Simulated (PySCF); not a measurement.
Predicted microwave data (PBE0-D3(BJ)/def2-SVP geometry optimisation, gas phase (PySCF 2.14.0)) for one isomer of C2H7FOSi:

```
Rotational constants : A = 5971, B = 2864, C = 2136 MHz
Dipole components    : |μa| = 2.06 D, |μb| = 1.87 D, |μc| = 0.02 D
Inertial defect      : -24.47 u·Å²
κ                    : -0.62
```

Task: Which candidate fits, each taken in the one conformer that was computed?
A. `[CH3:1][CH2:2][O:3][SiH2:4][F:5]` with C1–C2–O3–Si4 167°, C2–O3–Si4–F5 69°
B. `[OH:1][CH2:2][C@H:3]([F:4])[SiH3:5]` with H–O1–C2–C3 -58°, O1–C2–C3–F4 69°
C. `[OH:1][SiH2:2][CH2:3][CH2:4][F:5]` with H–O1–Si2–C3 -39°, O1–Si2–C3–C4 64°, Si2–C3–C4–F5 -47°

Result: C. It is O[SiH2]CCF, an asymmetric top, point group C1. The candidates at the same level (rigid rotor, commonest isotopes):

```json
{"SMILES": "O[SiH2]CCF", "A (MHz)": "5971", "B (MHz)": "2864", "C (MHz)": "2136", "μa (D)": "2.06", "μb (D)": "1.87", "μc (D)": "0.02", "Δ (u·Å²)": "-24.47", "point group": "C1", "rotor": "asymmetric top"}
{"SMILES": "OC[C@H](F)[SiH3]", "A (MHz)": "4814", "B (MHz)": "3039", "C (MHz)": "2296", "μa (D)": "0.13", "μb (D)": "0.41", "μc (D)": "1.05", "Δ (u·Å²)": "-51.17", "point group": "C1", "rotor": "asymmetric top"}
{"SMILES": "CCO[SiH2]F", "A (MHz)": "11436", "B (MHz)": "1836", "C (MHz)": "1697", "μa (D)": "1.30", "μb (D)": "0.36", "μc (D)": "0.94", "Δ (u·Å²)": "-21.71", "point group": "C1", "rotor": "near-prolate asymmetric top"}
```

`OC[C@H](F)[SiH3]` has A 19 % too low; `CCO[SiH2]F` has A 92 % too high. No structure here is proved a minimum.
